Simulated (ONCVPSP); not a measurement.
**S, ONCV: configuration errors across variants**

ONCVPSP 4.0.1 input, shortened (lines: element, Z, core and valence counts, functional; n l f; lmax; l rc ep ncon nbas qcut; lloc lpopt rc5 dvloc0; l nproj debl; icmod fcfact rcfact), PBE, fully relativistic:

```
  S 16.00    3    2        4      upf
    1    0    2.00
    2    0    2.00
    2    1    6.00
    3    0    2.00
    3    1    4.00
    1
    0    1.20    0.00    3    7    4.30
    1    1.45    0.00    4    7    6.00
    4    5    1.15    1.00
    0    3    2.30
    1    2    3.10
    3    5.00    1.70
```

Open shells are filled in proportion to 2j + 1.

All-electron excitation energies from the reference (eV): (1) 3s2 3p3 11.769; (2) 3s2 3p2 34.053; (3) 3s2 3p1 68.095; (4) 3s1 3p4 22.647.

A true bound ghost makes a file unfit for plane-wave use even where its test errors are small: the radial tests pick states by their node count and pass the ghost by.

Errors AE − PS in meV (a dash: test not solved or not reliable):

```csv
change,(1),(2),(3),(4),bound ghosts,GHOST(+) flags above zero
base,+1.0,-0.7,-30,-7.1,s,none
"p: rc 1.02; local potential polynomial inside 1.02 bohr (lpopt 5, dvloc0 1 Ha)",+0.6,-6.4,-52,-6.3,"s, p3/2, p1/2",s
"p: rc 1.14; local potential polynomial inside 1.14 bohr (lpopt 5, dvloc0 1 Ha)",+1.0,-3.0,-42,-5.9,"s, p3/2, p1/2",none
p: rc 1.26,+1.1,-1.3,-34,-6.4,s,"p3/2, p1/2"
p: rc 1.38,+1.0,-0.9,-31,-6.9,s,none
p: rc 1.5,+1.0,-0.7,-30,-7.1,s,none
p: rc 1.62,+0.9,-1.0,-31,-7.0,s,none
p: rc 1.76,+0.8,-2.0,-35,-6.5,s,none
p: rc 1.88,+0.6,-3.5,-41,-5.7,s,none
p: rc 2.14,-0.1,-9.0,-63,-3.1,s,none
```

Question: Give the same row for: p: rc 2.

Answer: +0.4, -5.5, -49, -4.7; bound ghosts: s; GHOST(+) flags above zero: none.
